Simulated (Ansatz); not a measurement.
Input for Ansatz (development build ahead of 0.2.0):

```yaml
crystal:
  periodic: [false, false, false]
  atoms:
    - { symbol: Cu, position_ang: [0.0, 0.0, 0.0] }
    - { symbol: O, position_ang: [0.0, 0.0, 1.8] }
basis:
  gaussian: { orbitals: def2-SVP }
total_charge: 1
magnetization:
  spin_polarized: true
  initial_magnetization: 2
hamiltonian:
  xc: hf
scf:
  omitted_lower_state_checks: [stability, starts, atomic_configurations, cluster_reference, orbital_swaps, given_window_search, neighbouring_geometries, increment]
output:
  forces: true
```

The input is written out in the form of the current development build from the run's settings.

Output:

| Quantity | Value |
| --- | --- |
| Converged | yes |
| Total energy | -1713.17460 hartree |
| Spin squared of the determinant | 2.013 |

Forces (eV/Å):
```json
{"atom": "Cu1", "Fx": "0.000", "Fy": "0.000", "Fz": "-3.728"}
{"atom": "O2", "Fx": "0.000", "Fy": "0.000", "Fz": "3.728"}
```
